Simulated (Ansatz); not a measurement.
`O[SiH2]O[SiH](F)F` + `O[SiH2]S` → `O[SiH2][SiH](O)S` + `O[SiH](F)F`  (formal exchange of groups at the Si–O bond)

Computed with Ansatz on PBE0-D4/def2-TZVP structures; ΔE is electronic, products minus reactants. CCSD(T)/CBS adds triple-zeta CCSD(T) − MP2 to the extrapolated MP2 energy (def2 sets, frozen cores). DFT in def2-TZVPP. Each species was taken in one conformer, which may not be the lowest.

`O[SiH2]O[SiH](F)F`:

```xyz
10

O    -0.571   -2.242   -0.450
Si    0.520   -1.053   -0.709
O     0.275    0.208    0.311
Si   -0.357    1.626    0.703
F     0.808    2.667    0.942
F    -1.235    2.184   -0.489
H    -0.474   -2.795    0.326
H     1.898   -1.528   -0.447
H     0.312   -0.608   -2.100
H    -1.177    1.541    1.914
```

`O[SiH2]S`:

Z-matrix (Å, degrees):
```
Si
S 1 2.133
O 1 1.642 2 113.5
H 1 1.478 2 111.7 3 117.8
H 1 1.484 2 102.9 3 -122.0
H 2 1.344 1 94.6 3 -65.2
H 3 0.959 1 117.2 2 -51.2
```

`O[SiH2][SiH](O)S`:

```xyz
11

O     2.102   -0.006   -0.531
Si    1.196    0.482    0.765
Si   -1.032   -0.075    0.295
O    -0.885   -1.642   -0.220
S    -1.886    1.202   -1.194
H     1.952   -0.906   -0.828
H     1.390    1.947    0.886
H     1.643   -0.169    2.032
H    -2.011    0.051    1.410
H    -1.659   -2.052   -0.615
H    -0.810    1.169   -2.000
```

`O[SiH](F)F`:

```xyz
6

O    -0.713    0.370    0.988
Si    0.278   -0.233   -0.135
F     1.204    0.896   -0.747
F    -0.535   -0.825   -1.358
H    -1.330    1.072    0.773
H     1.096   -1.278    0.480
```

```
            species  ωB97M-V energy (Eh)
`O[SiH2]O[SiH](F)F`           -931.87243
         `O[SiH2]S`           -765.37437
 `O[SiH2][SiH](O)S`          -1131.34384
       `O[SiH](F)F`           -565.84976
```

Task: Work out ΔE.

Result: ΔE = (-1131.34384) + (-565.84976) − (-931.87243) − (-765.37437) = 0.05320 Eh = +33.4 kcal/mol. CCSD(T)/CBS gives +33.3 kcal/mol.

Largest T1 diagnostic among the species: 0.012.

The D4 term adds −1.0 kcal/mol with B3LYP and −0.6 kcal/mol with PBE0; it sums over pairs of atoms, weighted by their polarisabilities, and B3LYP, whose exchange is more repulsive, gets the larger term. From PBE to PBE0 (25 % exact exchange), in def2-TZVPP and without D4, ΔE moves by +2.6 kcal/mol. In def2-TZVPP, CCSD(T) changes the Hartree–Fock value by −6.9 kcal/mol (the triples alone add −1.1 kcal/mol) and MP2 by −5.7 kcal/mol.

B3LYP here is the variant with VWN-RPA as its local correlation; programs differ in this.
